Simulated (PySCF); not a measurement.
NMR problem set

PySCF 2.14 calculation with geometry: GFN2-xTB and NMR shieldings at PBE0/pcSseg-1/GIAO; non-relativistic, no solvent, one computed conformer, averaged over atoms made equivalent by symmetry, fast rotation or ring inversion.

Scale: TMS for ¹H, ¹³C (reference shieldings calculated alike). Splittings of carbon signals by F and P are missing where no couplings were computed. Where no couplings were computed, multiplicities follow the n + 1 count of equivalent neighbours, and m marks all less simple cases (inequivalent or close neighbours, rings, F or P nearby). Shifts are as computed. Against solution values, carbons near 30 ppm lie about +3 ppm off and those near 130 ppm about +5 ppm; carbons on Cl a further +6 ppm. Of 1211 compounds with measured shifts, 218 miss one by over three times the rms of a fit or turn the order of signals round; such compounds aren't used in these exercises. Carbons bonded to Cl come out too deshielded.

(1) C$_{6}$H$_{11}$F$_{2}$NSi. ¹H NMR (500 MHz, computed): δ 5.98 (m, 1H), 5.00 (m, 1H), 4.67 (m, 1H), 1.59 (m, 1H), 1.53 (m, 1H), 1.45 (m, 2H), 1.42 (m, 2H), 1.39 (m, 1H), 1.05 (m, 1H). ¹³C{¹H} NMR (computed): δ 125.8, 65.3, 21.2, 17.8, 4.2. Give a structure.

(2) C$_{9}$H$_{9}$ClO. ¹H NMR (300 MHz, computed): δ 8.83 (d, 1H), 7.45 (d, 1H), 7.41 (s, 1H), 2.81 (s, 3H), 2.55 (s, 3H). ¹³C{¹H} NMR (computed): δ 175.7 (C), 153.1 (C), 153.0 (C), 144.4 (CH), 137.1 (CH), 132.1 (CH), 130.3 (C), 27.7 (CH3), 24.2 (CH3). What is it?

Results:

(1) SMILES N1([C@]2(C(F)F)CC[SiH2]2)CC1. Rings plus π bonds: 2 (2 rings in the answer). 5 carbon signals for 6 carbons: some carbons are equivalent by symmetry or fast rotation. Carbon types of the structure: 1 × C, 1 × CH, 4 × CH2, leaving 2 H on heteroatoms. δC 125.8: sp3 CH bonded to 2 F; 2 electronegative neighbours deshield it. δC 65.3: fully substituted sp3 carbon bonded to N and Si; the inductive effect lowers its shielding. δC 17.8: sp3 CH2 in a ring; a saturated carbon with 2 carbon neighbours and no heteroatom attached. δH 5.98: hydrogen on an sp3 CH bonded to 2 F; its carbon carries F, an electronegative neighbour.

The data come from this structure; uniqueness wasn't tested.

(2) 2,4-dimethylbenzoyl chloride. The formula gives 5 degrees of unsaturation (1 ring in the answer). 9 carbon signals for 9 carbons: no two carbons are equivalent. Carbon types of the structure: 4 × C, 3 × CH, 2 × CH3, which accounts for all hydrogens. δC 175.7: carbonyl carbon. δC 153.1, 153.0, 130.3: substituted aromatic carbon. δC 144.4, 137.1, 132.1: aromatic CH. δH 8.83, 7.45, 7.41: hydrogen on an aromatic CH.

The shifts were computed for this structure.
